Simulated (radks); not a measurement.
Species: Tb2+. Configuration: [Kr] 4d10 4f9.5 5s2 5p5.5 (fractional occupations, a model configuration). Calculated with a radial shooting solver on a logarithmic mesh with Libxc functionals: Dirac Kohn-Sham, exchange-only PBE, spin-unpolarised, spherical densities, finite nucleus; open shells fill j = l - 1/2 first; Fermi nuclear charge, rms radius 5.06 fm. Some entries of the table are withheld. Estimate them.

orbital,occ.,eigenvalue (hartree),r(max) (bohr)
1s1/2,2,-1903.923,0.01364
2s1/2,2,-315.7872,0.07767
2p1/2,2,-300.1434,0.05859
2p3/2,4,-272.7032,0.06451
3s1/2,2,-70.32188,0.2200
3p1/2,2,-63.51400,0.2073
3p3/2,4,-57.84930,0.2198
3d3/2,4,(1),0.1743
3d5/2,6,(2),0.1778
4s1/2,2,-14.23615,0.5052
4p1/2,2,-11.56955,0.5090
4p3/2,4,-10.31080,0.5357
4d3/2,4,(3),(4)
4d5/2,6,(5),(6)
5s1/2,2,-2.19200,1.186
5p1/2,2,-1.48039,1.299
5p3/2,3.5,-1.32127,1.381
4f5/2,6,(7),0.5556
6s1/2,0,-0.51967,3.156
4f7/2,3.5,(8),0.5611
5d3/2,0,-0.47895,1.986
5d5/2,0,-0.46853,2.038
6p1/2,0,-0.38318,3.729
6p3/2,0,-0.36309,3.919

Answer. 
(1) 3d3/2 eigenvalue (hartree): -46.11314
(2) 3d5/2 eigenvalue (hartree): -44.87687
(3) 4d3/2 eigenvalue (hartree): -5.92017
(4) 4d3/2 r(max) (bohr): 0.5424
(5) 4d5/2 eigenvalue (hartree): -5.69332
(6) 4d5/2 r(max) (bohr): 0.5511
(7) 4f5/2 eigenvalue (hartree): -0.54110
(8) 4f7/2 eigenvalue (hartree): -0.51320
